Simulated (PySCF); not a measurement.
# Cobalt: a sound run and one with changed settings

Sound run: Co(2+) [Ar] 3d7, Co(3+) [Ar] 3d6. Computed with PySCF 2.14 in cc-pVTZ-DK (7s6p4d2f1g, 68 functions), with scalar relativity by spin-free X2C-1e. The sound run starts from symmetry-adapted Hartree-Fock orbitals and uses a fine grid where one is needed.

Changed run: radial step 1.2 in ln r (0.13 in the sound run). This setting is unsound on purpose.

```
species  method  sound run (hartree)  changed run (hartree)  converged
 Co(2+)     UHF          -1391.05544            -1391.05544        yes
 Co(2+)     LDA          -1389.61950            -1385.72397        yes
 Co(2+)     PBE          -1392.06715            -1387.48237        yes
 Co(3+)     UHF          -1389.90890            -1389.90890        yes
 Co(3+)     LDA          -1388.35538            -1384.43926        yes
 Co(3+)     PBE          -1390.81224            -1386.20417        yes
```

Ionisation energy of Co(2+):

```csv
method,sound run (eV),changed run (eV)
UHF,31.199,31.199
LDA,34.399,34.959
PBE,34.148,34.782
```

A coarse radial grid mis-integrates the density and the exchange-correlation energy, with errors of either sign; Hartree-Fock needs no grid.

For comparison, NIST gives 33.5 ± 0.06 eV between the lowest levels.
